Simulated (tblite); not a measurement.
A geometry optimisation, step by step.

Compound: C₅H₇BrS.
Numbering: `[CH3:1][C@:2]1([Br:3])[CH2:4][CH2:5][C:6]1=[S:7]` (hydrogens: H8, H9, H10 on C1; H11, H12 on C4; H13, H14 on C5)

Computed with GFN2-xTB (tblite), gas phase: L-BFGS steps from a force-field or distance-geometry start until the largest atomic force falls under 0.01 eV/Å. 5 of its 84 geometries are shown.

Step 0: E = -585.4556 eV, largest atomic force 12.360 eV/Å
```
atom  x, y, z in Å  |  force x, y, z in eV/Å
C1      1.474   -0.436   -0.255    1.343   0.534  -0.709
C2      0.399    0.283    0.517    0.358  -0.148   0.898
Br3     1.054    1.161    2.101    0.534   0.347   0.591
C4     -0.878   -0.495    0.748    0.009  -1.086   1.165
C5     -1.212   -0.136   -0.665   -2.237  -0.122  -1.060
C6     -0.422    1.107   -0.420    0.893 -10.481   2.282
S7     -0.410    2.474   -0.856   -0.142  11.805  -3.658
H8      1.726   -1.435    0.110   -0.249   0.195   0.043
H9      2.392    0.194   -0.177   -0.458  -0.557  -0.167
H10     1.221   -0.478   -1.344    0.303  -0.134   0.936
H11    -0.774   -1.559    0.990   -0.161   0.265   0.204
H12    -1.508    0.069    1.481    0.308  -0.820  -0.506
H13    -0.789   -0.821   -1.428   -0.531   0.479   0.462
H14    -2.275    0.072   -0.824    0.030  -0.278  -0.479
```

Step 21: E = -586.8538 eV, largest atomic force 0.234 eV/Å
```
atom  x, y, z in Å  |  force x, y, z in eV/Å
C1      1.606   -0.450   -0.136   -0.015   0.075   0.021
C2      0.416    0.307    0.435   -0.055  -0.020   0.051
Br3     1.044    1.306    2.022   -0.114   0.027   0.064
C4     -0.810   -0.597    0.648   -0.059  -0.048  -0.029
C5     -1.424   -0.013   -0.635    0.088   0.026   0.036
C6     -0.425    1.104   -0.531    0.074   0.065  -0.212
S7     -0.422    2.614   -1.083    0.125  -0.132   0.075
H8      1.764   -1.345    0.467    0.125   0.092  -0.055
H9      2.495    0.175   -0.091    0.067  -0.055  -0.128
H10     1.431   -0.746   -1.169   -0.045   0.020   0.048
H11    -0.599   -1.661    0.644   -0.003  -0.126   0.007
H12    -1.373   -0.343    1.539   -0.081   0.047   0.073
H13    -1.238   -0.645   -1.506   -0.093   0.064   0.025
H14    -2.468    0.292   -0.626   -0.015  -0.036   0.025
```

Step 42: E = -586.9595 eV, largest atomic force 0.085 eV/Å
```
atom  x, y, z in Å  |  force x, y, z in eV/Å
C1      1.674   -0.389   -0.066    0.049   0.014  -0.003
C2      0.388    0.227    0.444    0.029   0.046  -0.050
Br3     0.783    1.260    2.095   -0.017  -0.041  -0.020
C4     -0.835   -0.702    0.565    0.036   0.010   0.002
C5     -1.523    0.082   -0.569    0.011  -0.013   0.026
C6     -0.363    1.036   -0.580   -0.051   0.045  -0.023
S7     -0.032    2.401   -1.361   -0.018  -0.067   0.004
H8      2.103   -1.052    0.682   -0.012  -0.008  -0.003
H9      2.393    0.397   -0.294   -0.004  -0.025   0.000
H10     1.479   -0.955   -0.978   -0.004   0.022   0.054
H11    -0.612   -1.742    0.340   -0.018  -0.039   0.004
H12    -1.338   -0.642    1.528   -0.033   0.014  -0.049
H13    -1.641   -0.473   -1.502    0.011   0.068   0.049
H14    -2.477    0.549   -0.326    0.021  -0.025   0.009
```

Step 62: E = -586.9656 eV, largest atomic force 0.042 eV/Å
```
atom  x, y, z in Å  |  force x, y, z in eV/Å
C1      1.715   -0.376   -0.024   -0.007  -0.007   0.009
C2      0.391    0.209    0.412   -0.006   0.001  -0.003
Br3     0.674    1.259    2.079   -0.004  -0.003  -0.015
C4     -0.824   -0.735    0.511   -0.008  -0.006   0.000
C5     -1.564    0.127   -0.527   -0.012   0.002  -0.010
C6     -0.360    1.016   -0.615   -0.010   0.038  -0.016
S7      0.019    2.308   -1.491    0.016  -0.011  -0.009
H8      2.147   -0.973    0.778    0.006  -0.005  -0.010
H9      2.409    0.421   -0.288   -0.010  -0.010   0.010
H10     1.564   -1.012   -0.895    0.016   0.026  -0.011
H11    -0.604   -1.748    0.178   -0.006   0.005   0.026
H12    -1.292   -0.769    1.491   -0.010  -0.019   0.001
H13    -1.819   -0.367   -1.465    0.015  -0.001   0.002
H14    -2.457    0.639   -0.166    0.019  -0.010   0.026
```

Step 83: E = -586.9688 eV, largest atomic force 0.009 eV/Å
```
atom  x, y, z in Å  |  force x, y, z in eV/Å
C1      1.734   -0.363   -0.001    0.004   0.004  -0.002
C2      0.388    0.200    0.393    0.003   0.005   0.003
Br3     0.607    1.274    2.055   -0.001   0.001   0.004
C4     -0.820   -0.753    0.487   -0.001   0.004  -0.001
C5     -1.590    0.150   -0.495   -0.001   0.004  -0.004
C6     -0.359    0.993   -0.646    0.005  -0.007   0.002
S7      0.064    2.210   -1.607   -0.006  -0.003  -0.002
H8      2.129   -0.996    0.791   -0.001  -0.007   0.001
H9      2.436    0.448   -0.189    0.001   0.002  -0.004
H10     1.634   -0.952   -0.911   -0.003   0.000   0.002
H11    -0.601   -1.745    0.098    0.002  -0.003  -0.002
H12    -1.262   -0.844    1.476   -0.006  -0.005   0.002
H13    -1.934   -0.315   -1.418    0.004  -0.001  -0.001
H14    -2.427    0.692   -0.054    0.000   0.003   0.003
```

Question: Summarise the path.

Answer: The energy falls by 1.5132 eV from step 0 to step 83; nine tenths of that is first reached at step 17. It falls at every step. The largest force goes from 12.360 to 0.009 eV/Å. Among the bonds C6=S7 changes most, from 1.435 to 1.607 Å; the atoms move by 0.730 Å rms after alignment.

Question: Follow the three bonds and two angles with the largest change from start to end.

Answer: 
```csv
step,E above end (eV),largest force (eV/Å),C6=S7 (Å),C2–Br3 (Å),C4–C5 (Å),C1–C2–C6 (°),C2–C4–H12 (°)
0,1.5132,12.360,1.435,1.926,1.496,109.5,108.5
4,0.3944,0.502,1.593,1.945,1.532,106.6,108.1
7,0.3106,0.333,1.605,1.979,1.540,107.3,109.2
11,0.2505,0.398,1.598,1.964,1.539,110.7,111.8
14,0.1974,0.408,1.611,1.961,1.548,111.8,111.7
18,0.1349,0.361,1.597,1.990,1.536,115.2,112.2
22,0.1080,0.303,1.610,1.972,1.540,117.3,112.8
25,0.0882,0.218,1.605,1.975,1.538,116.9,112.5
29,0.0695,0.164,1.604,1.988,1.538,117.4,113.1
32,0.0542,0.297,1.612,1.972,1.543,116.9,112.6
36,0.0218,0.185,1.603,1.977,1.539,115.3,113.6
40,0.0114,0.095,1.607,1.983,1.542,114.4,114.0
43,0.0084,0.070,1.606,1.990,1.540,114.5,113.8
47,0.0059,0.040,1.606,1.986,1.540,115.2,114.1
51,0.0052,0.032,1.606,1.986,1.540,115.4,114.3
54,0.0047,0.040,1.606,1.989,1.539,115.8,114.5
58,0.0040,0.031,1.607,1.987,1.540,116.1,114.4
61,0.0034,0.059,1.607,1.989,1.540,116.4,114.5
65,0.0026,0.043,1.606,1.991,1.539,117.1,115.0
69,0.0018,0.055,1.607,1.990,1.539,117.1,115.3
72,0.0012,0.030,1.607,1.991,1.539,117.2,115.5
76,0.0005,0.039,1.606,1.991,1.540,117.2,115.4
79,0.0002,0.025,1.606,1.992,1.540,117.2,115.2
83,0.0000,0.009,1.607,1.991,1.540,117.2,115.2
```

The cost below is that of the whole relaxation. On one thread of an Arm Neoverse N1, on a shared host, this took 0.91 s wall.
